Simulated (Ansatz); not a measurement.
Isolated molecules relaxed with PBE0-D4/def2-TZVP in Ansatz; ΔE leaves out vibrations. CBS: MP2 limit from def2 TZ/QZ plus the TZ coupled-cluster correction, frozen cores. This one scheme is used for every species, atoms too. Functionals use def2-TZVPP. B3LYP here is the variant with VWN-RPA as its local correlation; programs differ in this. No spin–orbit coupling; open shells (•) take unrestricted orbitals. Spin–orbit coupling would lower the free atoms: a little for C, Cl, O, Si. Each species was taken in one conformer, which may not be the lowest.

`OC1=C[SiH]1Cl` → 2 C• + Cl• + 3 H• + O• + Si•  (atomization)

```csv
level,ΔE (kJ/mol)
B3LYP-D4,3069.6
PBE0,3100.9
```

Question: What does CCSD(T)/CBS give? (An estimate is asked.)

Answer: Ansatz gave: +3085.3 kJ/mol. The listed levels differ from it by -15.7, 15.6 kJ/mol.

Largest T1 diagnostic among the species: 0.012.

From r2SCAN to r2SCAN0 (25 % exact exchange), in def2-TZVPP and without D4, ΔE moves by −70.8 kJ/mol: exact exchange takes away binding that semilocal exchange gives to molecules. The D4 term adds +30.8 kJ/mol with B3LYP and +16.0 kJ/mol with PBE0; it sums over pairs of atoms, weighted by their polarisabilities, and B3LYP, whose exchange is more repulsive, gets the larger term. In def2-TZVPP, CCSD(T) changes the Hartree–Fock value by +837.1 kJ/mol (the triples alone add +67.6 kJ/mol) and MP2 by +942.7 kJ/mol; breaking electron pairs costs correlation energy, which Hartree–Fock lacks.

For atomizations the MP2-based limit and the directly extrapolated one differ by several kJ/mol either way, and by 10 to 25 for some Ge, Se and Sn compounds, so smaller differences from it don't rank the levels.
